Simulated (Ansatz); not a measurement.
Al5N4H16⁻, a cluster cut from zinc blende AlN (hydrogen-capped), relaxed as a singlet with RKS PBE-D4/def2-SVP in Ansatz, starting from the GFN2-xTB geometry. Force threshold 0.03 eV/Å.

Start:

```xyz
25

Al   -1.507   -1.875    0.813
Al    0.821   -1.473   -1.877
Al   -1.071    0.639   -0.814
Al   -0.561    1.316    2.092
Al    1.749    1.721   -0.614
N    -0.688   -1.241   -0.766
N    -1.051   -0.567    2.183
N     2.042   -0.023   -1.431
N     0.138    1.566    0.356
H    -0.812   -3.162    1.407
H    -3.059   -1.999    0.580
H     1.702   -2.722   -1.485
H     0.370   -1.415   -3.385
H    -2.531    0.840   -0.240
H    -0.779    1.140   -2.287
H    -1.794    2.272    2.301
H     0.536    1.377    3.224
H     1.601    2.862   -1.690
H     3.027    1.823    0.307
H    -1.404   -1.551   -1.433
H    -1.660   -0.711    2.989
H    -0.139   -0.950    2.463
H     2.698    0.091   -2.206
H     2.585   -0.475   -0.685
H    -0.214    2.517    0.198
```

**Question.** Estimate the energy that the relaxation releases and the steps that it takes.

**Answer.** 102.4 kJ/mol, in 23 steps; 49 s on 2 threads of AMD EPYC 7R13 on a shared host and a share (18 GiB) of an NVIDIA H100 80GB HBM3. The force fell under the threshold at step 20, but the optimiser went on and released 0.008 eV more. No frequencies were taken in this run, so the end may be a saddle point.

**Question.** Does the start keep its bonding and symmetry?

**Answer.** By distances, no bond broke or formed. The bond that changes most is Al3–H15, from 1.58 to 1.65 Å (atoms count from 1). A close non-bonded pair moves further: H15–H23, from 3.63 to 2.13 Å.

**Question.** Predict the relaxed structure.

**Answer.** 
| atom | x (Å) | y (Å) | z (Å) |
| --- | --- | --- | --- |
| Al1 | -1.527 | -1.759 | 0.782 |
| Al2 | 0.872 | -1.584 | -1.303 |
| Al3 | -1.267 | 0.856 | -1.192 |
| Al4 | -0.598 | 1.246 | 2.006 |
| Al5 | 1.753 | 1.438 | -0.167 |
| N6 | -0.947 | -1.046 | -0.925 |
| N7 | -0.384 | -0.716 | 2.006 |
| N8 | 1.787 | 0.133 | -1.653 |
| N9 | -0.139 | 1.668 | 0.171 |
| H10 | -1.134 | -3.333 | 0.903 |
| H11 | -3.070 | -1.415 | 1.124 |
| H12 | 1.605 | -2.164 | 0.023 |
| H13 | 0.942 | -2.487 | -2.651 |
| H14 | -2.825 | 1.250 | -1.013 |
| H15 | -0.660 | 1.265 | -2.665 |
| H16 | -2.145 | 1.569 | 2.352 |
| H17 | 0.481 | 1.893 | 3.036 |
| H18 | 2.409 | 2.828 | -0.694 |
| H19 | 2.502 | 0.677 | 1.052 |
| H20 | -1.529 | -1.514 | -1.641 |
| H21 | -0.537 | -1.057 | 2.967 |
| H22 | 0.604 | -0.952 | 1.801 |
| H23 | 1.348 | 0.574 | -2.480 |
| H24 | 2.768 | -0.054 | -1.911 |
| H25 | -0.309 | 2.684 | 0.072 |
Bond lengths (bridged metal pairs left out): 10 × Al–N 1.93 to 1.98 Å; 10 × Al–H 1.62 to 1.65 Å; 6 × H–N 1.03 to 1.04 Å.
